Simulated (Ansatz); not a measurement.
`CCB(S)Br` + H₂ → `CB(S)Br` + CH₄ at 700 K and 1 bar (hydrogenolysis of a C–C bond).

Gas-phase electronic energies from Ansatz, PBE0-D4/def2-TZVP geometries. CCSD(T)/CBS adds triple-zeta CCSD(T) − MP2 to the extrapolated MP2 energy (def2 sets, frozen cores). This one scheme is used for every species. For Br outer-core shells are correlated without core-valence functions, which leaves a few kJ/mol of doubt a bond. Scalar relativity is left out up to krypton. One conformer a species, not always the lowest.

| species | CCSD(T)/CBS energy (Eh) | H − E (kJ/mol) | S (J/(mol·K)) |
| --- | --- | --- | --- |
| `CCB(S)Br` | -3075.68551 | 289.3 | 485.3 |
| H₂ | -1.17544 | 46.8 | 155.3 |
| `CB(S)Br` | -3036.42757 | 197.2 | 423.2 |
| CH₄ | -40.46206 | 145.9 | 224.0 |

H − E and S are ideal-gas, rigid-rotor, harmonic terms from PBE0-D4/def2-TZVP, for one conformer and one mirror image of each species. For small species the MP2-based limit differs from directly extrapolated CCSD(T) by up to some mEh (0.8 for H₂); such offsets cancel only in part. 1 Eh = 2625.50 kJ/mol, R = 8.31446 J/(mol·K).

Question: By hand: ΔE, ΔH, ΔS and ΔG.

Answer: ΔE = (-3036.42757) + (-40.46206) − (-3075.68551) − (-1.17544) = -0.02868 Eh = -75.3 kJ/mol. Δ(H − E) = 197.2 + 145.9 − 289.3 − 46.8 = 7.0, so ΔH = -68.3 kJ/mol. ΔS = 423.2 + 224.0 − 485.3 − 155.3 = 6.6 J/(mol·K). ΔG = -68.3 − 700 × (6.6)/1000 = -72.9 kJ/mol.

Question: By hand: the equilibrium constant, and the temperature at which ΔG would vanish if ΔH and ΔS stayed fixed.

Answer: log₁₀ K = −ΔG/(RT ln 10) = 5.4. ΔH and −TΔS have one sign here, so there is no such temperature.

The number of gas molecules stays the same, so ΔS is small and ΔH decides. A doubt of 5 kJ/mol in ΔE shifts log₁₀ K by 0.4 here. Other conformers and mirror images would add mixing entropy, several J/(mol·K) or more a flexible species. Modes under 60 cm⁻¹, often nearly free rotors, make the harmonic entropy too high. These are equilibria of isolated gas molecules and say nothing of rates. Largest T1 diagnostic: 0.011 (customary marks: 0.02 for closed shells, 0.045 for open ones).

ΔS is within the doubt of such terms, so its sign, and with it that verdict, could turn.
